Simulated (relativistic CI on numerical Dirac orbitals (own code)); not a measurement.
# One change at a time: Zn VII

Base calculation: Dirac-Coulomb-Breit CI, orbitals from a KLI potential per configuration, QED by a radiative potential, unscaled Slater integrals.

Configuration list (outside the closed core [Ne]): 3s²3p⁶3d⁶, 3s²3p⁶3d⁵4s, 3s²3p⁵3d⁷, 3s²3p⁶3d⁵4p, 3s²3p⁶3d⁵4d, 3s3p⁶3d⁷, 3s²3p⁶3d⁵5s, 3s²3p⁶3d⁵4f, 3s²3p⁶3d⁵5p, 3s²3p⁶3d⁵5d, 3s²3p⁶3d⁵6s, 3s²3p⁶3d⁵5f, 3s²3p⁶3d⁵6p, 3s²3p⁶3d⁵5g, 3s²3p⁶3d⁵6d, 3s²3p⁶3d⁴4s4p, 3s²3p⁵3d⁶4s, 3s²3p⁵3d⁶4p, 3s²3p⁶3d⁴4p4d, 3s²3p⁶3d⁴4s², 3s²3p⁶3d³4s²4p, 3s²3p⁶3d³4s²4d, 3s²3p⁶3d³4s²5s, 3p⁶3d⁸, 3p⁵3d⁹, 3s²3p⁶3d⁴4s4d, 3s²3p⁶3d³4s4p4d, 3s²3p⁶3d³4s4d², 3s²3p⁶3d³4s4d5s. Double excitations out of closed p, d and f shells are left out; levels of such configurations are missing from the list, as are those of other unlisted configurations, and high levels can miss mixing partners. These lack a partner that the ground configuration has and come out too high: 3s²3p⁵3d⁶4s, 3s²3p⁵3d⁶4p.

Variants: (1) Breit term removed; (2) only the first configuration. Shifts of the energy above 3s²3p⁶3d⁶ ⁵D4, in cm⁻¹, for the lowest level and the first level of each name with at least 55 % of one term (blank where a level changes its place among those of its configuration and J or its character, or is not in the variant):

```csv
Level,Base,Δ(1),Δ(2),Measured
3s²3p⁶3d⁶ ⁵D4,0.0,0.0,0.0,0.0
3s²3p⁶3d⁶ ⁵D3,1531.0,+19.5,+5.8,1567.0
3s²3p⁶3d⁶ ⁵D2,2540.6,+27.7,+17.8,2579.0
3s²3p⁶3d⁶ ⁵D1,3182.2,+32.0,+25.6,3230.0
3s²3p⁶3d⁶ ⁵D0,3493.9,+34.2,+29.6,
3s²3p⁶3d⁶ ³H6,35996.0,+297.9,-447.6,33630.0
3s²3p⁶3d⁶ ³P2,36035.0,-166.2,+2734.4,32319.0
3s²3p⁶3d⁶ ³H5,36773.8,+169.5,-431.6,34358.0
3s²3p⁶3d⁶ ³H4,37209.5,+11.2,-377.7,34559.0
3s²3p⁶3d⁶ ³F4,39784.7,+37.4,+986.3,36364.0
3s²3p⁶3d⁶ ³P1,40363.7,+85.2,+2764.8,36747.0
3s²3p⁶3d⁶ ³F3,40565.6,+2.9,+1093.2,36953.0
3s²3p⁶3d⁶ ³F2,41148.2,+28.7,+1205.5,37536.0
3s²3p⁶3d⁶ ³P0,41875.7,+190.1,+2703.7,
3s²3p⁶3d⁶ ³G5,45211.5,+232.7,-24.3,41450.0
3s²3p⁶3d⁶ ³G4,46646.5,+251.9,+84.9,42875.0
3s²3p⁶3d⁶ ³G3,47210.5,+159.6,+83.8,43405.0
3s²3p⁶3d⁶ ¹I6,55035.8,+368.2,-946.9,51469.0
3s²3p⁶3d⁶ ³D2,57593.5,-15.7,+823.1,51684.0
3s²3p⁶3d⁶ ³D1,57792.2,-58.3,+725.9,51908.0
3s²3p⁶3d⁶ ¹G4,58019.7,+219.4,-295.5,52978.0
3s²3p⁶3d⁶ ³D3,58122.8,+65.6,+729.2,52228.0
```

At this charge configurations can still be misplaced by up to about 7 % of their energy. Terms inside the open d or f shell come out 10 to 20 % too wide with unscaled integrals. 59 of the 66 excited levels that our extract of the measured tables holds in this range could be paired (the sources list more); they are missed by 4294 cm⁻¹ on average and 15530 at most, and levels without a partner can miss by more. Some levels of the ground configuration have no partner and can miss by 10 % or more.

Measured levels: Sugar and Musgrove, J. Phys. Chem. Ref. Data 24, 1803 (1995).

Ionisation energy from the two ground configurations alone: base 133.444 eV. The NIST ASD value (semi-empirical) is 133.9 eV.
